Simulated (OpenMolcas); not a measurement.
Mo3+ with 4 ligands (chloride) in tetrahedral coordination (Td) at 2.32 Å. A charge of +0.25 e stands 3.2 Å behind each ligand. Ligand basis ANO-RCC-VDZP.

```yaml
Program: OpenMolcas
Method: CASSCF
Basis: ANO-RCC-VDZP [6s5p3d1f]
Scalar_Hamiltonian: DKH2, point nucleus
Active_space: 3 electrons in 5 orbitals (4d)
State_averaging: 2S+1 = 4 even, 10 roots; 2S+1 = 2 even, 40 roots
Spin-orbit_coupling: state interaction with AMFI integrals over the reference wave functions
```

**Question.** What is the spin-free ground state (labels of Td)?

**Answer.** 4T1, 3-fold in its orbital part; it has the highest spin that d3 allows.

**Question.** Where is the first state of the same spin?

**Answer.** 4T2 at 7910 cm-1 above the ground state.

**Question.** What are the lowest two levels with spin-orbit coupling?

**Answer.** A 4-fold level Γ8, then a 2-fold level 205.1 cm-1 above it. Their leading multiplicities are 4 (97 %) and 4 (100 %).

**Question.** What is χT at 300 K, and how does it compare with the textbook value?

**Answer.** The lowest level has 2S+1 = 4, for which the spin-only value is χT = S(S+1) / 2 = 1.875 cm3 K/mol (g = 2). The computed 1.056 at 300 K differs by -0.819, through orbital momentum, spin-orbit coupling and any other state in reach. With a threefold ground state the orbital momentum is unquenched, so the spin-only value is not expected to hold.

An orbital triplet at a regular site is open to Jahn-Teller coupling, which can distort the site and quench the lowest spin-orbit gaps and is left out. Without dynamic correlation the repulsion within the d shell is too large (B by tens of per cent), so at a given field states of lower spin stand too high. This shell can be high or low spin here, a state of another spin lies low, and with metal d orbitals alone active their balance is uncertain, so the ground spin may be wrong. The least metal-like active orbital is 78 % on the metal (Löwdin) and no ligand orbital is active, so the numbers are rough. With metal d orbitals alone the field can be off either way by tens of per cent. Ligand-to-metal charge-transfer states are missing. With no ligand orbital active B as a rule stays too high, so bands that hang on it stand too high and its fall with covalency is understated. No measured value stands beside these numbers; the geometry was imposed, not optimised, and the real ion may take another.
